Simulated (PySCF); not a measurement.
Peak assignment

Molfile (atoms numbered from 1):
```
C6H10FNSi
     RDKit          3D

 19 18  0  0  0  0  0  0  0  0999 V2000
   -1.6283    1.4744   -0.6738 C   0  0  0  0  0  0  0  0  0  0  0  0
   -1.7710    0.2336   -0.7527 N   0  0  0  0  0  0  0  0  0  0  0  0
   -1.3844   -0.6202    0.3227 C   0  0  1  0  0  0  0  0  0  0  0  0
   -2.4590   -1.6859    0.5326 C   0  0  0  0  0  0  0  0  0  0  0  0
    0.2966   -1.4173   -0.1572 Si  0  0  2  0  0  4  0  0  0  0  0  0
    0.6252   -2.4884    1.0134 F   0  0  0  0  0  0  0  0  0  0  0  0
    1.6045   -0.1253   -0.1294 C   0  0  0  0  0  0  0  0  0  0  0  0
    2.4391    0.7449   -0.1136 C   0  0  0  0  0  0  0  0  0  0  0  0
    3.4501    1.7749   -0.0926 C   0  0  0  0  0  0  0  0  0  0  0  0
   -1.2320    1.9963    0.2058 H   0  0  0  0  0  0  0  0  0  0  0  0
   -1.9054    2.0810   -1.5232 H   0  0  0  0  0  0  0  0  0  0  0  0
   -1.2481   -0.0508    1.2617 H   0  0  0  0  0  0  0  0  0  0  0  0
   -2.6391   -2.2216   -0.3958 H   0  0  0  0  0  0  0  0  0  0  0  0
   -3.3934   -1.2222    0.8458 H   0  0  0  0  0  0  0  0  0  0  0  0
   -2.1466   -2.3925    1.2978 H   0  0  0  0  0  0  0  0  0  0  0  0
    0.2485   -2.1904   -1.3855 H   0  0  0  0  0  0  0  0  0  0  0  0
    4.2136    1.5303    0.6454 H   0  0  0  0  0  0  0  0  0  0  0  0
    3.9175    1.8539   -1.0738 H   0  0  0  0  0  0  0  0  0  0  0  0
    3.0022    2.7345    0.1650 H   0  0  0  0  0  0  0  0  0  0  0  0
  1  2  2  0
  2  3  1  0
  3  4  1  0
  3  5  1  0
  5  6  1  0
  5  7  1  0
  7  8  3  0
  8  9  1  0
  1 10  1  0
  1 11  1  0
  3 12  1  1
  4 13  1  0
  4 14  1  0
  4 15  1  0
  5 16  1  6
  9 17  1  0
  9 18  1  0
  9 19  1  0
M  END
```

Theory: GFN2-xTB structure, shieldings: GIAO PBE0/pcSseg-1, in PySCF (rapidly exchanging positions averaged, non-relativistic, no solvent, one computed conformer).

Shifts are taken against calculated references (same method and geometry level): $^{13}$C (186.93 ppm) and $^{1}$H (31.72 ppm) against TMS.

Q: Assign these signals to the numbered atoms. $^{13}$C{$^{1}$H} NMR (computed): δ 153.8, 114.3, 82.7, 66.4, 19.8, 5.7.

A: 
153.8 → C1, C=N carbon
114.3 → C8, alkyne carbon
82.7 → C7, alkyne carbon: the triple bond shields along its axis, which puts it between sp3 and sp2 carbons
66.4 → C3, sp3 CH bonded to N and Si: deshielded by the electronegative neighbour
19.8 → C4, methyl carbon: aliphatic region, no heteroatom directly attached
5.7 → C9, propargylic methyl carbon: saturated and bonded to C and H only

Q: Assign these signals to the numbered atoms. $^{1}$H NMR (400 MHz, computed): δ 7.81 (d, 1H), 7.15 (d, 1H), 4.82 (m, 1H), 3.32 (m, 1H), 2.08 (s, 3H), 1.68 (d, 3H).

A: 
7.81 → H10, hydrogen on a C=N carbon
7.15 → H11, hydrogen on a C=N carbon
4.82 → H16, hydrogen on a silicon bonded to 2 C, F
3.32 → H12, hydrogen on an sp3 CH bonded to N and Si: its carbon carries N, an electronegative neighbour
2.08 → H17/H18/H19, hydrogen on a propargylic methyl carbon
1.68 → H13/H14/H15, hydrogen on a methyl carbon

Splittings by $^{19}$F in the carbon and heteronuclear signals aren't shown, as no couplings were computed. Shifts are as computed. Against solution values, carbons near 30 ppm lie about +3 ppm off and those near 130 ppm about +5 ppm. Of 1309 compounds with measured shifts, 239 miss one by over three times the rms of a fit or turn the order of signals round; such compounds aren't used in these exercises. Multiplicities follow the n + 1 count of equivalent neighbours, as no J values were calculated; m marks all less simple cases, F and P coupling included.
